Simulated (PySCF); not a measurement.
SnB⁺: frontier orbitals

UHF at R = 2.397 Å; PySCF, scalar-relativistic core potentials, basis sets Sn cc-pVDZ-PP with ECP28, B cc-pVDZ. State: ³Π (triplet), unpaired electrons σ ↑, π ↑. Only the outer orbitals are listed, counted within each symmetry, core potentials removing the inner ones.

```tsv
spin	orbital	occ.	ε (eV)	on Sn (%)	main shells (%)
α	5σ	1	-24.18	47	48 B s, 42 Sn s
α	6σ	1	-19.80	43	44 B s, 41 Sn s, 13 B p
α	7σ	1	-15.17	49	51 B p, 35 Sn p, 13 Sn s
α	3π	1	-13.37	70	69 Sn p, 29 B p
α	3π	0	-6.58	71	70 Sn p, 28 B p
α	4π	0	-5.15	33	67 B p, 31 Sn p
α	4π	0	-3.82	31	68 B p, 30 Sn p
β	5σ	1	-21.78	47	44 B s, 44 Sn s, 8 B p
β	6σ	1	-16.69	62	53 Sn s, 39 B s, 8 Sn p
β	3π	0	-6.14	75	74 Sn p, 25 B p
β	3π	0	-5.34	70	70 Sn p, 29 B p
β	7σ	0	-4.89	44	42 Sn p, 36 B p, 20 B s
```

Problem. Which are the highest filled and the lowest empty level, where do they sit, and how wide is the gap?

Solution. Highest filled α 3π at -13.37 eV (in %: 69 Sn p, 29 B p); lowest empty α 3π at -6.58 eV (in %: 70 Sn p, 28 B p); the gap at UHF is 6.79 eV. Both belong to one degenerate shell, split only by its one-sided filling, so this is no excitation gap.

* bond order (Mayer): 1.06
* ⟨S²⟩: 2.023
* charge on Sn (Mulliken, basis-dependent): 0.81
* charge on Sn (Löwdin, basis-dependent): 0.75
* dipole moment (positive dipole points towards B; it is taken about the centre of mass and depends on that origin): 2.50 D
* polarisability along the bond: 109.2 bohr³
* polarisability across the bond: 36.6 bohr³

Spin–orbit coupling is left out. The state is the lowest determinant that a PBE0 search found; another state may lie lower at other levels.
